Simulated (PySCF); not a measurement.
A side-by-side comparison of computed properties.

First species: C2H9GeNOSi.
SMILES: `CC(=O)[SiH2][NH][GeH3]`

Second species: C3H10SSi.
Structure used (PBE0-D3(BJ)/def2-SVP), in Å, numbered top down from 1:
```xyz
15
C3H10SSi angstrom
C     -1.9429    0.8323    0.3837
C     -0.8424   -0.0392    0.9629
C     -0.1272   -0.9039   -0.0638
S      0.7028    0.0114   -1.4212
Si     2.2799    0.9782   -0.3446
H     -1.5404    1.5134   -0.3813
H     -2.4243    1.4393    1.1646
H     -2.7237    0.2200   -0.0957
H     -0.1042    0.5891    1.4918
H     -1.2582   -0.7159    1.7300
H      0.6148   -1.5606    0.4163
H     -0.8446   -1.5557   -0.5872
H      1.8193    2.1279    0.4937
H      3.2270    1.4861   -1.3780
H      2.9615   -0.0064    0.5525
```

Levels: PBE0/def2-SVPD for dipole moment, HOMO energy, LUMO energy, HOMO–LUMO gap, static isotropic polarisability and electronic spatial extent ⟨r²⟩ about the centre of nuclear charge; TDDFT PBE0/def2-SVPD for lowest singlet excitation; PBE0-D3(BJ)/def2-SVP for rotational constant A and rotational constant C. Geometries: PBE0-D3(BJ)/def2-SVP. Each species is one conformer at its optimised geometry, gas phase, non-relativistic unless stated; the electronic structure was computed with PySCF and density fitting.

The conformers computed, where there is a choice (atom-mapped SMILES and torsion angles):
- `[CH3:1][C:2](=[O:3])[SiH2:4][NH:5][GeH3:6]`: C1–C2–Si4–N5 6°, C2–Si4–N5–Ge6 -99°
- `[CH3:1][CH2:2][CH2:3][S:4][SiH3:5]`: C1–C2–C3–S4 60°, C2–C3–S4–Si5 68°

Task: Which of the two has the higher rotational constant A, and by how much?

Result: The second: 4.768 GHz against 4.318 GHz, a difference of 0.450 GHz.

Task: Which of the two has the higher HOMO–LUMO gap, and by how much?

Result: The second: 7.04 eV against 5.42 eV, a difference of 1.62 eV.

Task: Which has the higher rotational constant C?

Result: The second: 1.550 GHz against 0.647 GHz, a difference of 0.903 GHz.

Task: Which of the two has the higher static isotropic polarisability, and by how much?

Result: The first: 93.8 au against 87.4 au, a difference of 6.4 au.

Task: Which has the higher S1 energy?

Result: The second: 5.59 eV against 3.41 eV, a difference of 2.18 eV.

Task: Which of the two has the higher HOMO energy, and by how much?

Result: The first: -6.57 eV against -6.92 eV, a difference of 0.35 eV.

Task: Which has the higher LUMO energy?

Result: The second: 0.12 eV against -1.15 eV, a difference of 1.27 eV.

Task: Which has the higher dipole moment?

Result: The first: 3.64 D against 1.68 D, a difference of 1.96 D.

On the first: The principal polarisabilities are 77.5, 93.0 and 110.8 au; their mean is the isotropic value. The dipole matches unit charges of opposite sign 0.76 Å apart (1 e·Å = 4.8032 D). Relativistic effects, spin–orbit coupling among them, are left out although an element past zinc is present.

On the second: In wavenumbers S1 is 45100 cm⁻¹ (1 eV = 8065.54 cm⁻¹).
